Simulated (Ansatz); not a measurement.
System: C₅H₇Si, net charge 0, doublet state. It need not be the lowest isomer of its formula. 
Coordinates optimised at B3LYP-D3(BJ)/def2-TZVP (Ansatz, a quantum-chemistry and plane-wave program):
```xyz
13

Si     2.1134     0.0142    -0.1418
C      0.2607     0.0510    -0.0046
C     -0.5196     1.0815     0.3186
C     -1.9784     0.7760     0.3392
C     -1.9549    -0.6861    -0.0447
C     -0.6859    -1.0806    -0.2353
H      2.6762    -0.9852     0.7985
H      2.6620     1.3516     0.1701
H      2.5169    -0.3807    -1.5134
H     -2.4236     0.9444     1.3248
H     -2.5405     1.3883    -0.3729
H     -2.8429    -1.2933    -0.1424
H     -0.3671    -2.0754    -0.5174
```
Charge 0, spin multiplicity 2.

Quantity: atomisation energy (electronic, to ground-state atoms), in eV. Valence correlation only, unless marked. Open shells are spin-unrestricted. No spin-orbit coupling. No relativistic terms. The coupled-cluster limit lacks core correlation, which all-electron functionals hold. Basis-set limits of correlation are two-point, X^-3; Hartree-Fock from the larger set.

```json
[
 {"level": "PBE-D3(BJ)/def2-TZVPD", "program": "Ansatz + dftd3", "atomisation energy (eV)": "56.62"},
 {"level": "B3LYP-D3(BJ)/def2-TZVPD", "program": "Ansatz + dftd3", "atomisation energy (eV)": "55.15"},
 {"level": "HSE06/def2-TZVPD", "program": "Ansatz", "atomisation energy (eV)": "55.54"},
 {"level": "B2GP-PLYP-D4/def2-TZVPD", "program": "Ansatz + dftd4", "atomisation energy (eV)": "54.42"}
]
```

**Question.** What does CCSD(T)/CBS(cc-pV(T+d)Z,cc-pV(Q+d)Z) (Ansatz) give?

**Answer.** 54.94 eV
